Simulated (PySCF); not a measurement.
PySCF input for C2H6OSi2, SMILES C#C[SiH2][SiH2]O, PBE-D3(BJ)/def2-SVP. Geometry: PBE-D3(BJ)/def2-SVP. This is a generated structure with no PubChem entry under its InChIKey; it may be hypothetical. The values are those of a single conformer.

```python
import numpy as np
from pyscf import gto, scf, dft, df
from pyscf.hessian import thermo

mol = gto.M(
    atom='''
    C     0.53198983    2.59518367    0.30675692
    C     0.84990592    1.41671016    0.46721179
    Si    1.13668024   -0.40309400    0.60581928
    Si   -0.92936183   -1.20816733   -0.21957191
    O    -1.42454872   -0.07224642   -1.36268391
    H     0.28544485    3.64260564    0.18582463
    H     1.44320898   -0.75712258    2.03558508
    H     2.31389225   -0.77079242   -0.25601041
    H    -0.82512006   -2.53470496   -0.91384777
    H    -1.89265962   -1.34540154    0.93467593
    H    -1.12220892    0.82968263   -1.13603150
    ''',
    basis='def2-SVP',
    charge=0,
    spin=0,
    max_memory=1600,
    verbose=3,
)
mf = dft.RKS(mol, xc='pbe').density_fit(auxbasis='def2-universal-jkfit')
mf.disp = 'd3bj'
mf.grids.level = 3
mf.conv_tol = 1e-11
mf.max_cycle = 100
mf.kernel()

# [left out here: the lines that compute and print the analytic Hessian (its translational invariance restored by hand, since the grid's response is missing), thermochemistry and intensities]
```

It prints:

```
converged SCF energy = -733.213891876645

WARN: DFTD3 does not support analytical Hessian, using finite difference


WARN: Mole.unit (angstrom) is changed to Bohr

Mode                                 0                   1                   2
Irrep
Freq [cm^-1]                       48.0242             84.2922            183.9494
Reduced mass [au]                   3.2886              4.6838              4.1496
Force const [Dyne/A]                0.0045              0.0196              0.0827
Char temp [K]                      69.0961            121.2777            264.6623
Normal mode                   x     y     z       x     y     z       x     y     z
       0   C                -0.00 -0.02 -0.10    0.15  0.09  0.05   -0.04 -0.05 -0.01
       1   C                -0.00 -0.01 -0.03    0.02  0.05  0.02    0.08 -0.01  0.04
       2  Si                -0.01 -0.01  0.05   -0.04  0.04  0.00    0.05 -0.01  0.04
       3  Si                 0.04 -0.03 -0.06    0.01 -0.05 -0.03    0.02  0.07 -0.02
       4   O                -0.05  0.09  0.11   -0.09 -0.08 -0.01   -0.14 -0.05 -0.06
       5   H                 0.01 -0.03 -0.16    0.25  0.11  0.08   -0.12 -0.07 -0.04
       6   H                -0.12  0.04  0.09   -0.08  0.02  0.01   -0.14 -0.05  0.07
       7   H                 0.06 -0.03  0.16   -0.02  0.03  0.03    0.13 -0.05  0.17
       8   H                 0.14  0.07 -0.23    0.12 -0.03 -0.05   -0.00  0.03  0.05
       9   H                 0.05 -0.26 -0.08    0.01 -0.15 -0.04    0.10  0.12  0.05
      10   H                -0.00  0.06  0.16   -0.15 -0.06 -0.02   -0.22 -0.00 -0.14
Mode                                 3                   4                   5
Irrep
Freq [cm^-1]                      227.4481            302.8909            340.1083
Reduced mass [au]                   2.7701              2.8435              1.1006
Force const [Dyne/A]                0.0844              0.1537              0.0750
Char temp [K]                     327.2471            435.7925            489.3401
Normal mode                   x     y     z       x     y     z       x     y     z
       0   C                 0.03 -0.01 -0.10    0.06  0.02  0.01    0.00  0.01  0.00
       1   C                -0.07  0.00  0.20   -0.20 -0.06 -0.05   -0.00  0.01  0.03
       2  Si                 0.01  0.00 -0.01    0.02 -0.03 -0.00   -0.00  0.01 -0.01
       3  Si                 0.00  0.01 -0.00    0.04  0.03  0.00    0.00 -0.01 -0.01
       4   O                -0.01 -0.00 -0.01   -0.01  0.00 -0.00   -0.05  0.01  0.03
       5   H                 0.12 -0.02 -0.33    0.24  0.06  0.06   -0.02  0.00 -0.01
       6   H                 0.17 -0.23 -0.11   -0.15  0.06  0.06   -0.11 -0.04  0.00
       7   H                -0.06  0.21 -0.20    0.19  0.12  0.16    0.08  0.06  0.07
       8   H                 0.00  0.01 -0.00   -0.20 -0.01  0.04   -0.06 -0.09  0.11
       9   H                 0.01  0.01  0.00    0.17  0.19  0.13    0.07  0.08  0.04
      10   H                -0.06  0.01  0.02   -0.09  0.02  0.02    0.78 -0.15 -0.45
Mode                                 6                   7                   8
Irrep
Freq [cm^-1]                      396.7019            411.3374            549.6962
Reduced mass [au]                   1.4919              4.8497              1.4297
Force const [Dyne/A]                0.1383              0.4835              0.2545
Char temp [K]                     570.7657            591.8230            790.8904
Normal mode                   x     y     z       x     y     z       x     y     z
       0   C                -0.02  0.02 -0.01   -0.01 -0.02 -0.00   -0.01  0.01  0.00
       1   C                 0.06  0.05  0.06    0.03 -0.00  0.02    0.04  0.02 -0.04
       2  Si                 0.01  0.02 -0.04   -0.11 -0.02 -0.06   -0.04 -0.01  0.05
       3  Si                -0.03 -0.05 -0.02    0.09  0.04  0.03    0.04 -0.02 -0.04
       4   O                 0.05  0.01  0.02    0.02 -0.01  0.02   -0.02  0.01  0.01
       5   H                -0.07  0.00 -0.06   -0.03 -0.02 -0.01   -0.04  0.01  0.01
       6   H                -0.39 -0.02  0.04   -0.29 -0.13 -0.05    0.35 -0.07 -0.05
       7   H                 0.27  0.06  0.31   -0.07 -0.10  0.04   -0.24  0.09 -0.27
       8   H                -0.40 -0.09  0.01    0.15  0.02  0.08   -0.44 -0.11  0.07
       9   H                 0.15  0.18  0.17    0.14  0.02  0.07    0.24  0.34  0.18
      10   H                -0.12  0.01  0.22   -0.04  0.01  0.01   -0.03  0.00  0.05
Mode                                 9                  10                  11
Irrep
Freq [cm^-1]                      612.6041            683.1613            683.8830
Reduced mass [au]                   6.6912              1.2764              1.1961
Force const [Dyne/A]                1.4795              0.3510              0.3296
Char temp [K]                     881.4010            982.9170            983.9554
[...]
       7   H                -0.03 -0.16  0.01    0.02  0.03  0.00   -0.28 -0.58 -0.14
       8   H                 0.14 -0.15  0.28    0.28 -0.25  0.46   -0.26  0.02 -0.11
       9   H                -0.16  0.23 -0.13   -0.27  0.35 -0.21   -0.06 -0.07 -0.04
      10   H                 0.01 -0.03  0.15   -0.01 -0.03  0.25    0.01  0.00 -0.03
Mode                                15                  16                  17
Irrep
Freq [cm^-1]                      793.5103            847.6922            888.5685
Reduced mass [au]                   1.5026              2.5955              1.0807
Force const [Dyne/A]                0.5575              1.0989              0.5027
Char temp [K]                    1141.6847           1219.6403           1278.4523
Normal mode                   x     y     z       x     y     z       x     y     z
       0   C                -0.00  0.00  0.00   -0.01  0.00 -0.00   -0.00  0.00 -0.00
       1   C                 0.01  0.00 -0.00    0.02  0.01  0.00    0.01  0.00  0.00
       2  Si                -0.00 -0.00 -0.01   -0.01 -0.02 -0.01    0.03 -0.02  0.01
       3  Si                 0.02  0.03 -0.03    0.06 -0.05  0.07   -0.01  0.02 -0.01
       4   O                 0.03 -0.08  0.11   -0.06  0.09 -0.10    0.00 -0.03  0.01
       5   H                -0.01 -0.00 -0.02    0.00  0.01  0.01   -0.00  0.00  0.00
       6   H                -0.01  0.01 -0.00   -0.05  0.11  0.03   -0.57  0.28  0.20
       7   H                 0.06  0.09  0.03    0.04  0.20 -0.02   -0.29  0.27 -0.53
       8   H                -0.29  0.07 -0.16   -0.32 -0.04 -0.02   -0.01 -0.00  0.02
       9   H                -0.45  0.18 -0.39   -0.33 -0.11 -0.25    0.01 -0.05 -0.00
      10   H                -0.16  0.07 -0.31   -0.00  0.06 -0.03    0.07 -0.08  0.15
Mode                                18                  19                  20
Irrep
Freq [cm^-1]                      926.3812            939.3501           2066.1791
Reduced mass [au]                   1.1132              1.1475              5.9486
Force const [Dyne/A]                0.5629              0.5966             14.9625
Char temp [K]                    1332.8564           1351.5157           2972.7717
Normal mode                   x     y     z       x     y     z       x     y     z
       0   C                -0.00  0.00 -0.00   -0.00 -0.00  0.00    0.04 -0.16  0.02
       1   C                 0.00  0.00 -0.00   -0.00 -0.00 -0.00   -0.05  0.21 -0.03
       2  Si                 0.00 -0.00  0.00    0.01 -0.00  0.00    0.00 -0.01  0.00
       3  Si                -0.00 -0.05  0.03   -0.01 -0.04 -0.00   -0.00 -0.00 -0.00
       4   O                -0.01  0.02 -0.02    0.03  0.06  0.02    0.00  0.00  0.00
       5   H                 0.00  0.00  0.00   -0.01 -0.00 -0.01    0.07 -0.29  0.04
       6   H                -0.09 -0.01  0.02   -0.13  0.03  0.04   -0.00 -0.00 -0.02
       7   H                -0.04  0.02 -0.06   -0.07  0.02 -0.11   -0.02 -0.00  0.02
       8   H                 0.34  0.28 -0.51    0.16 -0.16  0.26    0.00  0.00  0.00
       9   H                -0.02  0.64  0.08    0.13 -0.04  0.12   -0.00  0.00  0.00
      10   H                 0.01  0.03 -0.08   -0.38  0.34 -0.64    0.00 -0.00  0.00
Mode                                21                  22                  23
Irrep
Freq [cm^-1]                     2127.3823           2156.1429           2165.0017
Reduced mass [au]                   1.0400              1.0308              1.0517
Force const [Dyne/A]                2.7733              2.8236              2.9045
Char temp [K]                    3060.8294           3102.2096           3114.9554
Normal mode                   x     y     z       x     y     z       x     y     z
       0   C                -0.00  0.00 -0.00   -0.00  0.01 -0.00    0.00  0.00 -0.00
       1   C                 0.00 -0.00  0.00    0.00 -0.01  0.00    0.00 -0.00 -0.00
       2  Si                -0.00 -0.00  0.00    0.02 -0.01  0.01    0.01  0.00 -0.04
       3  Si                 0.02  0.00 -0.03   -0.00  0.00  0.00    0.00  0.00 -0.00
       4   O                -0.00  0.00  0.00    0.00 -0.00  0.00   -0.00 -0.00  0.00
       5   H                -0.00  0.00 -0.00   -0.00  0.01 -0.00   -0.00  0.00 -0.00
       6   H                -0.02  0.03 -0.11   -0.11  0.15 -0.60    0.16 -0.17  0.70
       7   H                 0.03 -0.01 -0.01   -0.58  0.18  0.44   -0.49  0.15  0.35
       8   H                 0.02 -0.04 -0.02    0.01 -0.10 -0.05    0.01 -0.09 -0.05
       9   H                -0.62 -0.08  0.74    0.04  0.01 -0.04   -0.06 -0.01  0.08
      10   H                 0.00  0.00 -0.00   -0.00  0.00 -0.00    0.00  0.00 -0.00
Mode                                24                  25                  26
Irrep
Freq [cm^-1]                     2180.7530           3385.7032           3677.5233
Reduced mass [au]                   1.0424              1.1548              1.0666
Force const [Dyne/A]                2.9207              7.7995              8.4990
Char temp [K]                    3137.6181           4871.2731           5291.1372
Normal mode                   x     y     z       x     y     z       x     y     z
       0   C                 0.00 -0.00  0.00    0.02 -0.10  0.01    0.00 -0.00  0.00
       1   C                -0.00  0.00 -0.00   -0.01  0.03 -0.00   -0.00  0.00 -0.00
       2  Si                -0.00  0.00  0.00    0.00 -0.00  0.00   -0.00  0.00 -0.00
       3  Si                -0.00  0.03  0.02   -0.00  0.00 -0.00   -0.00 -0.00 -0.00
       4   O                 0.00  0.00 -0.00    0.00  0.00  0.00   -0.02 -0.06 -0.01
       5   H                 0.00 -0.00  0.00   -0.21  0.89 -0.10   -0.00  0.00 -0.00
       6   H                 0.00  0.00  0.00   -0.00  0.00  0.00   -0.00 -0.00 -0.00
       7   H                 0.12 -0.04 -0.09    0.00 -0.00 -0.00   -0.00 -0.00 -0.00
       8   H                 0.07 -0.85 -0.45    0.00  0.00  0.00   -0.00  0.00  0.00
       9   H                 0.03  0.02 -0.02    0.00  0.00  0.00   -0.00  0.00 -0.00
      10   H                -0.00  0.00  0.00   -0.00 -0.00 -0.00    0.28  0.90  0.20
temperature 298.1500 [K]
pressure 101325.00 [Pa]
Rotational constants [GHz] 4.13769 2.16229 1.51403
Symmetry number 1
Zero-point energy (ZPE) 0.06564 [Eh]   172330.831 [J/mol]
                           tot       elec      trans        rot        vib
Entropy [J/mol/K]       368.259      0.000    166.456    115.328     86.475
Cv [J/mol/K]            120.256      0.000     12.472     12.472     95.313
Cp [J/mol/K]            128.571      0.000     20.786     12.472     95.313
Internal energy [J/mol]                      3718.434   3718.434 186287.976
Internal energy [Eh]   -733.14011  -733.21389
Enthalpy [J/mol]                             6197.391   3718.434 186287.976
Enthalpy [Eh]          -733.13916
Gibbs free energy [J/mol]                  -43431.536 -30666.638 160505.410
Gibbs free energy [Eh] -733.18098
mode   freq/cm-1   IR/(km/mol)
   1       48.02         1.432
   2       84.29         1.112
   3      183.95         3.902
   4      227.45         4.585
   5      302.89        13.087
   6      340.11        93.605
   7      396.70        27.972
   8      411.34         4.156
   9      549.70         5.633
  10      612.60        16.689
  11      683.16        13.255
  12      683.88        15.903
  13      698.74        33.103
  14      701.71        16.167
  15      732.73       241.510
  16      793.51        37.221
  17      847.69       170.504
  18      888.57        78.028
  19      926.38        90.816
  20      939.35       132.730
  21     2066.18        13.017
  22     2127.38       109.568
  23     2156.14        62.974
  24     2165.00        83.204
  25     2180.75       114.308
  26     3385.70        64.496
  27     3677.52        81.883
max |gradient| / (hartree/bohr): 4.2647597009946294e-05
APT charges: [-0.2357 -0.4057  0.8154  1.039  -0.7441  0.2176 -0.2272 -0.2259 -0.242
 -0.281   0.2896]
```

Self-consistency was reached.
